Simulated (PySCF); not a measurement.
# Adding and removing an electron: SiPb

PBE0; basis Si def2-SVPD, Pb def2-SVPD with ECP60; scalar-relativistic core potentials; PySCF 2.14. Neutral (UKS): triplet (π ↑↑), Re = 2.591 Å, ωe = 325 cm⁻¹, De = 2.59 eV, HOMO -5.21 eV, LUMO -3.17 eV.

SiPb⁺ (UKS): quartet (σ ↑, π ↑↑), Re = 2.627 Å, ωe = 285 cm⁻¹. The energies at the minima are -482.08122 hartree for SiPb and -481.82020 for SiPb⁺.

Problem. Work out the adiabatic ionisation energy, without and with harmonic zero-point energies (1 hartree = 27.2114 eV, 1 eV = 8065.5 cm⁻¹), and the change of the bond length.

Solution. At PBE0: 0.26102 hartree = 7.103 eV between the minima; the zero-point term (285.0 − 325.0)/2 cm⁻¹ = -0.002 eV makes it 7.100 eV. Re changes by +3.6 pm against the neutral. The electron leaves a σ orbital, and the longer bond of the ion fits a bonding orbital, or a change in how ionic the bond is.

SiPb⁻ (UKS): doublet (π ↑), Re = 2.488 Å, ωe = 359 cm⁻¹. The energies at the minima are -482.08122 hartree for SiPb and -482.13737 for SiPb⁻.

Problem. Work out the adiabatic electron affinity, without and with harmonic zero-point energies (1 hartree = 27.2114 eV, 1 eV = 8065.5 cm⁻¹), and the change of the bond length.

Solution. At PBE0: 0.05615 hartree = 1.528 eV between the minima; the zero-point term (325.0 − 359.0)/2 cm⁻¹ = -0.002 eV makes it 1.526 eV. Re changes by -10.3 pm against the neutral. The electron enters a π orbital, and the shorter bond of the ion fits a bonding orbital, or a change in how ionic the bond is.

These are scalar-relativistic numbers at best; spin–orbit coupling would shift them, the dissociation energy most. The highest Kohn–Sham level is positive in this anion. Much of that is self-interaction error, but it also means that the finite basis helps to hold the extra electron. States were picked by a PBE0 search and need not be the measured ground states.
